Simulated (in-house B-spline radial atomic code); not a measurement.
# Ionising the vanadium ion V⁸⁺ with different functionals

Computed with a B-spline radial code for spherical atoms: scalar-relativistic (spin-free X2C) Hamiltonian, Fermi nucleus of rms radius 3.6002 fm, spin-polarised at highest spin, spherical fractional occupations for the functionals, and exact exchange of hybrids averaged over the configuration. The ionisation energy is the difference of two self-consistent energies, [Ne] 3s2 3p3 → [Ne] 3s2 3p2, without Breit or QED terms; ε is the level of the shell that loses the electron (its least bound occupied spin orbital).

```csv
method,rung,ΔSCF (eV),-ε(3p) (eV)
PBE0,global hybrid,204.58,195.36
B3LYP,global hybrid,204.52,194.59
TPSSh,global hybrid,204.81,193.70
BHandHLYP,global hybrid,204.45,198.44
r2SCAN0,global hybrid,205.27,196.25
B97-1,global hybrid,204.44,194.64
HSE06,range-separated hybrid,204.54,194.90
wB97X,range-separated hybrid,204.40,197.62
CAM-B3LYP,range-separated hybrid,204.45,196.58
LC-wPBE,range-separated hybrid,204.56,197.71
```

(1) Among the functionals, which spreads more, the ΔSCF values or the orbital energies?

(2) How do they compare with the NIST value?

Results:

(1) The orbital energies: ΔSCF values span about 0.87 eV and the orbital energies 4.74 eV; here energy differences depend much less on the functional than eigenvalues do.

(2) NIST lists 206.0 eV ± 0.4 (semi-empirical, ground level to ground level). Errors run from -1.60 to -0.73 eV; r2SCAN0 is closest (-0.73 eV), but part of that can be cancellation, since the calculations leave out spin-orbit coupling, Breit-QED terms, multiplet and fine-structure energies.
